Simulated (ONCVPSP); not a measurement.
## u(r) = r·R(r): atom against pseudo-atom (helium)

Columns: radius, all-electron u(r) and pseudo u(r) of the 1s shell (level -38.64 eV) of helium in the configuration 1s1; PBEsol, scalar-relativistic, ONCV scheme, ONCVPSP 4.0.1.

```
r (bohr)  all-electron  pseudo
   0.028        0.1450  0.1173
   0.055        0.2699  0.2280
   0.083        0.3851  0.3383
   0.110        0.4835  0.4388
   0.138        0.5733  0.5359
   0.165        0.6496  0.6222
   0.193        0.7182  0.7032
   0.220        0.7758  0.7728
   0.248        0.8270  0.8351
   0.275        0.8690  0.8850
   0.303        0.9057  0.9260
   0.330        0.9349  0.9556
   0.358        0.9596  0.9774
   0.385        0.9783  0.9916
   0.413        0.9931  1.0013
   0.440        1.0034  1.0075
   0.468        1.0101  1.0116
   0.495        1.0133  1.0137
   0.523        1.0136  1.0135
   0.550        1.0111  1.0111
   0.578        1.0063  1.0062
   0.605        0.9994  0.9993
   0.633        0.9903  0.9903
   0.660        0.9799  0.9798
   0.688        0.9676  0.9676
   0.715        0.9545  0.9544
```

**Question.** How many radial nodes do the two functions have?

**Answer.** The all-electron 1s function has n − l − 1 = 0; the pseudo-wave has 0.

**Question.** At about which radius was the pseudo-wave matched?

**Answer.** 0.55 bohr. The columns agree to 0.0005 from 0.49 bohr on; several derivatives are matched, so the curves merge somewhat inside the radius.

**Question.** Where does each function peak?

**Answer.** Outermost all-electron maximum near 0.52 bohr, pseudo maximum near 0.49 bohr (to the table’s step).

**Question.** Is the pseudo-wave norm-conserving?

**Answer.** Yes: the ONCV scheme keeps the norm inside the radius equal to the all-electron one, which fixes the energy derivative of the logarithmic derivative at the level.
